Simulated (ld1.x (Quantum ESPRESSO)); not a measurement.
# Cutoff test, hafnium, PAW

```
Element                 : hafnium
Generator               : ld1.x (Quantum ESPRESSO) 7.5
Type                    : PAW
Functional              : PBE
Relativity              : scalar-relativistic
Frozen core             : [Kr] 4d10
Valence charge          : 26
Reference configuration : 4f14 5s2 5p6 5d2 6s1.75 6p0.25
Partial waves           : 5s (bound): rcut 1.80, rcutus 2.20 bohr; 6s (bound): rcut 1.80, rcutus 2.20 bohr; 5p (bound): rcut 2.15, rcutus 2.65 bohr; 6p (bound): rcut 2.15, rcutus 2.65 bohr; 5d (bound): rcut 3.25, rcutus 3.45 bohr; 5d channel at 0.35 Ry: rcut 3.25, rcutus 3.45 bohr; 4f (bound): rcut 0.45, rcutus 0.60 bohr; 4f channel at -0.55 Ry: rcut 0.45, rcutus 0.60 bohr
Local potential         : all-electron potential smoothed inside 3.35 bohr (lloc = -2)
Core correction         : Bessel-smoothed model core inside 0.30 bohr
Augmentation charge     : GAUSS, radius 0.40 bohr
```

The pseudo-atom Hamiltonian at the reference potential is diagonalised in spherical Bessel functions j_l(qr) that vanish at 20 bohr, with q² up to the cutoff. All-electron valence levels (Ry): 5s -4.9535, 6s -0.3930, 5p -2.6425, 6p -0.1161, 5d -0.2205, 4f -1.2652.

Task: How do the lowest levels (Ry) of each channel move with the cutoff, and are there ghosts?

Result:

| cutoff (Ry) | s #1 | s #2 | p #1 | p #2 | p #3 | d #1 | f #1 | f #2 | Σ f·Δε (mRy) |
| --- | --- | --- | --- | --- | --- | --- | --- | --- | --- |
| 8 | -4.9367 | -0.2891 | -2.6314 | -0.0702 | 0.0482 | -0.2202 | 0.0918 | 0.2082 | 19214.3 |
| 25 | -4.9535 | -0.3926 | -2.6425 | -0.1155 | 0.0337 | -0.2205 | 0.0918 | 0.2081 | 18920.9 |
| 50 | -4.9535 | -0.3930 | -2.6425 | -0.1160 | 0.0336 | -0.2205 | 0.0918 | 0.2080 | 18919.8 |
| 100 | -4.9535 | -0.3930 | -2.6425 | -0.1161 | 0.0336 | -0.2205 | 0.0918 | 0.2080 | 18919.6 |
| 180 | -4.9535 | -0.3931 | -2.6425 | -0.1161 | 0.0336 | -0.2205 | 0.0918 | 0.2076 | 18919.3 |
| 400 | -4.9535 | -0.3931 | -2.6425 | -0.1161 | 0.0336 | -0.2205 | -1.2596 | 0.0918 | 0.0 |

Result: no extra level below or beside the all-electron valence levels (s, p, d, f tested); 10 mRy is reached at over 300 Ry and 1 mRy at over 300 Ry.

Test run stopped at test 1 of 7 (negative rho).
